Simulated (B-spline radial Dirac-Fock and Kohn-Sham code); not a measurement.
# K-line shifts caused by a second vacancy in Cr⁵⁺

System: chromium as Cr⁵⁺, configuration [Ar] 3d1.

Input of the calculation (task.json; shells as n, l, electrons):

```json
{"items": [{
  "Z": 24,
  "q": 5,
  "cfg": [[1, 0, 2], [2, 0, 2], [2, 1, 6], [3, 0, 2], [3, 1, 6], [3, 2, 1]],
  "A": 52,
  "rrms": 3.6452,
  "do": ["binding", "quiet", "double"]
}]}
```

Run with: `python xray_run.py task.json out`

Level of theory: Dirac-Fock (average of configuration) total-energy differences with a finite nucleus, the Breit interaction including its frequency dependence, and self-energy and vacuum-polarisation corrections; a radial B-spline solver. Each two-hole energy is an average over J within one jj subconfiguration, not an observable level; in light atoms, where LS coupling holds, the j-resolved values are not observed lines, and for a K spectator the Kα1 hypersatellite is nearly forbidden. No correlation.

Lines without a spectator: Kα2 (K-L2) 5402.5 eV, Kα1 (K-L3) 5411.0 eV, Kβ3 (K-M2) 5955.0 eV, Kβ1 (K-M3) 5956.1 eV. Shifts in eV with one spectator hole (a dash: not computed, or left out as unreliable):

| spectator hole | Kα2 | Kα1 | Kβ3 | Kβ1 |
| --- | --- | --- | --- | --- |
| L2 (2p1/2) | +22.28 | +27.36 | – | +67.1 |
| L3 (2p3/2) | +25.78 | +24.59 | +65.4 | – |
| M2 (3p1/2) | – | +2.22 | +7.71 | +9.24 |
| M3 (3p3/2) | +2.05 | – | +8.95 | +8.53 |

Problem. Where does the K-L3 hypersatellite lie, emitted when both K electrons are missing?

Solution. +251.4 eV from the normal line, at 5662.3 eV. Removing both K electrons costs 12531.0 eV, which is 347.6 eV more than twice the K binding energy. In light atoms the observed hypersatellite is the ¹S₀ → ¹P₁ component, which lies below this average, and the triplet component is nearly forbidden.

With n spectator holes in 2p, averaged over the 2p shell (energies in eV):

```tsv
n	KαLⁿ	step	hypersatellite KαʰLⁿ
0	5408.1	–	5659.0
1	5433.6	+25.5	5685.8
2	5460.5	+26.8	5714.0
3	5488.6	+28.2	5743.5
4	5518.2	+29.5	5774.3
5	5549.0	+30.9	5806.5
```
